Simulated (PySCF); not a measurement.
## How methods differ on the ionisation energy of Ca

Ca [Ar] 4s2 (1S) → Ca⁺ [Ar] 4s1 (2S), as a difference of total energies. Calculation: PySCF 2.14, in def2-TZVP; no relativity, point nucleus. Correlated levels: valence: [Ar] frozen. The calculations carry no spin-orbit coupling.

Order these methods by the ionisation energy they give, lowest first.
A. BP86
B. CCSD (valence)
C. UHF
D. MN15

C (5.119 eV), B (5.890 eV), A (6.186 eV), D (6.262 eV).

These non-relativistic numbers lack the scalar-relativistic shift.

Errors of the correlated levels include the incompleteness of this basis and the frozen core.

With two correlated electrons CCSD is exact in that space.

For comparison: 6.113 eV (measured; NIST Atomic Spectra Database, ionization energies).
